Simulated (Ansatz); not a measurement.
System: In2O, net charge 1, doublet state. SMILES of the parent species: [In][O][In]

Atoms: In1, O2, In3. Bonds: In1-O2, O2-In3.

Bond lengths (Å) and angles (degrees) optimised at HF/STO-3G with Ansatz (an electronic-structure program); PBE/6-31G* with LANL2DZ past Ar with Ansatz; B3LYP/6-31G* with LANL2DZ past Ar with Ansatz; MP2/6-31G* with LANL2DZ past Ar with Ansatz, each started from the B3LYP-D3(BJ)/def2-TZVP structure (Ansatz) of the last column. A row stands for all coordinates that are equal there. 6-31G* holds six Cartesian d functions. No wavenumbers were computed at HF/STO-3G, PBE/6-31G* with LANL2DZ past Ar, MP2/6-31G* with LANL2DZ past Ar, so these may be saddle points.

```json
[
 {"coordinate": "In1-O2", "HF/STO-3G": "2.054", "PBE/6-31G* with LANL2DZ past Ar": "1.927", "B3LYP/6-31G* with LANL2DZ past Ar": "1.913", "MP2/6-31G* with LANL2DZ past Ar": "1.884", "B3LYP-D3(BJ)/def2-TZVP": "2.019"},
 {"coordinate": "In1-O2-In3", "HF/STO-3G": "180.0", "PBE/6-31G* with LANL2DZ past Ar": "180.0", "B3LYP/6-31G* with LANL2DZ past Ar": "180.0", "MP2/6-31G* with LANL2DZ past Ar": "180.0", "B3LYP-D3(BJ)/def2-TZVP": "180.0"}
]
```

Mean signed difference of all 2 bond lengths from B3LYP-D3(BJ)/def2-TZVP: HF/STO-3G 0.034 Å, PBE/6-31G* with LANL2DZ past Ar -0.092 Å, B3LYP/6-31G* with LANL2DZ past Ar -0.106 Å, MP2/6-31G* with LANL2DZ past Ar -0.135 Å.
